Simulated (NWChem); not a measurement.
System: C₂H₆N cation; SMILES [NH+](=C)C

NWChem input:

```
start job
memory heap 200 mb stack 700 mb global 900 mb
charge 1
geometry units angstroms noautosym nocenter noautoz
  C      0.223155    -1.232224     0.000000
  N     -0.405200    -0.123862     0.000000
  C      0.177299     1.210754     0.000000
  H      1.319360    -1.236651     0.000000
  H     -0.335775    -2.174305     0.000000
  H     -1.430431    -0.160178     0.000000
  H     -0.170052     1.748185     0.894386
  H      1.271239     1.139461     0.000000
  H     -0.170052     1.748185    -0.894386
end
basis spherical
  C library 6-31g*
  N library 6-31g*
  H library 6-31g*
end
dft
  xc b3lyp
  iterations 150
end
property
  efieldgrad
end
task dft property
```

NWChem printed, in part:

```
             Northwest Computational Chemistry Package (NWChem) 7.3.0
             --------------------------------------------------------

                             Geometry "geometry" -> ""
                             -------------------------

 Output coordinates in angstroms (scale by  1.889725989 to convert to a.u.)

  No.       Tag          Charge          X              Y              Z
 ---- ---------------- ---------- -------------- -------------- --------------
    1 C                    6.0000     0.22315500    -1.23222400     0.00000000
    2 N                    7.0000    -0.40520000    -0.12386200     0.00000000
    3 C                    6.0000     0.17729900     1.21075400     0.00000000
    4 H                    1.0000     1.31936000    -1.23665100     0.00000000
    5 H                    1.0000    -0.33577500    -2.17430500     0.00000000
    6 H                    1.0000    -1.43043100    -0.16017800     0.00000000
    7 H                    1.0000    -0.17005200     1.74818500     0.89438600
    8 H                    1.0000     1.27123900     1.13946100     0.00000000
    9 H                    1.0000    -0.17005200     1.74818500    -0.89438600

 Effective nuclear repulsion energy (a.u.)      79.0832966452

                              NWChem Property Module
                              ----------------------

  itol2e modified to match energy
  convergence criterion.

                                 NWChem DFT Module
                                 -----------------

 Summary of "ao basis" -> "ao basis" (spherical)
 ------------------------------------------------------------------------------
       Tag                 Description            Shells   Functions and Types
 ---------------- ------------------------------  ------  ---------------------
 C                           6-31g*                  6       14   3s2p1d
 N                           6-31g*                  6       14   3s2p1d
 H                           6-31g*                  2        2   2s

  itol2e modified to match energy
  convergence criterion.

[...]

          -----------------------
          Electric field gradient
          -----------------------

 1 a.u. = 0.324123 10**(16) esu/cm**3  ( or statvolts/cm**2 ) = 0.97174 10**(22) v/m**2

 ------------------------------------------------------------
   Atom      X         Y         Z
 ------------------------------------------------------------
    1 C    0.42170  -2.32857   0.00000
 ------------------------------------------------------------

 Electric field gradient in molecular frame (a.u.)
         XX             YY             ZZ             XY             XZ             YZ
 ------------------------------------------------------------------------------------------
        0.353400       0.221223      -0.574623       0.122984      -0.000000      -0.000000

 Principal components (a.u.) and orientation
 of principal axis w.r.t. absolute frame                      Asymmetry parameter eta
 --------------------------------------------------------------------------------------
       -0.574623       0.426928       0.147695                       0.485942

       -0.000000       0.858301      -0.513147
        0.000000       0.513147       0.858301
        1.000000      -0.000000      -0.000000

 ------------------------------------------------------------
   Atom      X         Y         Z
 ------------------------------------------------------------
    2 N   -0.76572  -0.23407   0.00000
 ------------------------------------------------------------

 Electric field gradient in molecular frame (a.u.)
         XX             YY             ZZ             XY             XZ             YZ
 ------------------------------------------------------------------------------------------
        0.000528      -0.051993       0.051466       0.030751       0.000000      -0.000000

 Principal components (a.u.) and orientation
 of principal axis w.r.t. absolute frame                      Asymmetry parameter eta
 --------------------------------------------------------------------------------------
       -0.066171       0.051466       0.014705                       0.555542

       -0.418685       0.000000       0.908132
        0.908132       0.000000       0.418685
        0.000000       1.000000      -0.000000

 ------------------------------------------------------------
   Atom      X         Y         Z
 ------------------------------------------------------------
    3 C    0.33505   2.28799   0.00000
 ------------------------------------------------------------

 Electric field gradient in molecular frame (a.u.)
         XX             YY             ZZ             XY             XZ             YZ
 ------------------------------------------------------------------------------------------
        0.110628      -0.321102       0.210474      -0.249412       0.000000       0.000000

 Principal components (a.u.) and orientation
 of principal axis w.r.t. absolute frame                      Asymmetry parameter eta
 --------------------------------------------------------------------------------------
       -0.435092       0.224617       0.210474                       0.032506

        0.415677       0.909512      -0.000000
        0.909512      -0.415677       0.000000
       -0.000000       0.000000       1.000000

 ------------------------------------------------------------
   Atom      X         Y         Z
 ------------------------------------------------------------
    4 H    2.49323  -2.33693   0.00000
 ------------------------------------------------------------

[...]
```

Level: B3LYP/6-31G* (spherical d). All runs use the structure optimised with PBE0/def2-SVP. NWChem prints the field gradient with the sign opposite to the second derivative of the potential.
